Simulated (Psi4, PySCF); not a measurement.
Internal rotation in C8H8O, SMILES C=C/C=C\c1ccco1, singlet. Scanned: dihedral C1–C2–C3–C4; all other coordinates were relaxed at GFN2-xTB. Points at φ and −φ are mirror images. Heavy atoms are numbered in the order of the SMILES C=C/C=C\c1ccco1, hydrogens after them in the order of the atoms that carry them; the mirror image has the same energies with the sign of each dihedral reversed.

Levels of theory: RMP2/3-21G = restricted MP2 (frozen core)/3-21G // GFN2-xTB in PySCF 2.14.0; PBE-D3(BJ)/def2-SVP // GFN2-xTB (Psi4); B3LYP/def2-SVP // GFN2-xTB (Psi4).

Energies in mEh, each method relative to its own lowest point.

```json
[
 {"φ / °": "-160", "RMP2/3-21G": "1.2", "PBE-D3(BJ)/def2-SVP": "1.5", "B3LYP/def2-SVP": "1.5"},
 {"φ / °": "-140", "RMP2/3-21G": "4.4", "PBE-D3(BJ)/def2-SVP": "5.6", "B3LYP/def2-SVP": "5.4"},
 {"φ / °": "-120", "RMP2/3-21G": "7.9", "PBE-D3(BJ)/def2-SVP": "10.9", "B3LYP/def2-SVP": "10.6"},
 {"φ / °": "-100", "RMP2/3-21G": "10.5", "PBE-D3(BJ)/def2-SVP": "15.0", "B3LYP/def2-SVP": "14.7"},
 {"φ / °": "-80", "RMP2/3-21G": "11.3", "PBE-D3(BJ)/def2-SVP": "15.0", "B3LYP/def2-SVP": "14.9"},
 {"φ / °": "-60", "RMP2/3-21G": "10.4", "PBE-D3(BJ)/def2-SVP": "12.4", "B3LYP/def2-SVP": "12.7"},
 {"φ / °": "-40", "RMP2/3-21G": "9.8", "PBE-D3(BJ)/def2-SVP": "10.3", "B3LYP/def2-SVP": "10.9"},
 {"φ / °": "-20", "RMP2/3-21G": "10.0", "PBE-D3(BJ)/def2-SVP": "9.4", "B3LYP/def2-SVP": "10.2"},
 {"φ / °": "0", "RMP2/3-21G": "8.7", "PBE-D3(BJ)/def2-SVP": "8.2", "B3LYP/def2-SVP": "9.1"},
 {"φ / °": "20", "RMP2/3-21G": "10.0", "PBE-D3(BJ)/def2-SVP": "9.4", "B3LYP/def2-SVP": "10.2"},
 {"φ / °": "40", "RMP2/3-21G": "9.8", "PBE-D3(BJ)/def2-SVP": "10.3", "B3LYP/def2-SVP": "10.9"},
 {"φ / °": "60", "RMP2/3-21G": "10.4", "PBE-D3(BJ)/def2-SVP": "12.4", "B3LYP/def2-SVP": "12.7"},
 {"φ / °": "80", "RMP2/3-21G": "11.3", "PBE-D3(BJ)/def2-SVP": "15.0", "B3LYP/def2-SVP": "14.9"},
 {"φ / °": "100", "RMP2/3-21G": "10.5", "PBE-D3(BJ)/def2-SVP": "15.0", "B3LYP/def2-SVP": "14.7"},
 {"φ / °": "120", "RMP2/3-21G": "7.9", "PBE-D3(BJ)/def2-SVP": "10.9", "B3LYP/def2-SVP": "10.6"},
 {"φ / °": "140", "RMP2/3-21G": "4.4", "PBE-D3(BJ)/def2-SVP": "5.6", "B3LYP/def2-SVP": "5.4"},
 {"φ / °": "160", "RMP2/3-21G": "1.2", "PBE-D3(BJ)/def2-SVP": "1.5", "B3LYP/def2-SVP": "1.5"},
 {"φ / °": "180", "RMP2/3-21G": "0.0", "PBE-D3(BJ)/def2-SVP": "0.0", "B3LYP/def2-SVP": "0.0"}
]
```
